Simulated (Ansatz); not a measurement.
Reaction (adduct formation): `[F][Ga]([F])[F]` + H₂S → `[F][Ga-]([F])([F])[SH2+]`

Program: Ansatz. Geometries: PBE0-D4/def2-TZVP. ΔE: electronic, gas phase. CCSD(T)/CBS adds triple-zeta CCSD(T) − MP2 to the extrapolated MP2 energy (def2 sets, frozen cores). This one scheme is used for every species. DFT in def2-TZVPP. For Ga outer-core shells are correlated without core-valence functions, which leaves a few kJ/mol of doubt a bond. Scalar relativity is left out up to krypton. Each species was taken in one conformer, which may not be the lowest.

```json
{"level": "PBE-QIDH", "ΔE (eV)": "-0.91"}
{"level": "HF/def2-TZVPP", "ΔE (eV)": "-0.68"}
{"level": "MP2/def2-QZVPP", "ΔE (eV)": "-0.89"}
{"level": "HF/CBS(def2)", "ΔE (eV)": "-0.65"}
```

What does CCSD(T)/CBS give? (An estimate is asked.)

Ansatz gave: -0.91 eV. The listed levels differ from it by 0.00, 0.23, 0.02, 0.26 eV.

Largest T1 diagnostic among the species: 0.015.

Leaving LDA and LC-ωPBE aside and taking each functional with its dispersion term where it has one, the values, not all of them listed here, spread over 0.18 eV, from r2SCAN0-D4 to B2PLYP. LDA lies −0.32 eV from PBE without D4. From PBE to PBE0 (25 % exact exchange), in def2-TZVPP and without D4, ΔE moves by −0.04 eV. In def2-TZVPP, CCSD(T) changes the Hartree–Fock value by −0.18 eV (the triples alone add −0.03 eV) and MP2 by −0.19 eV.
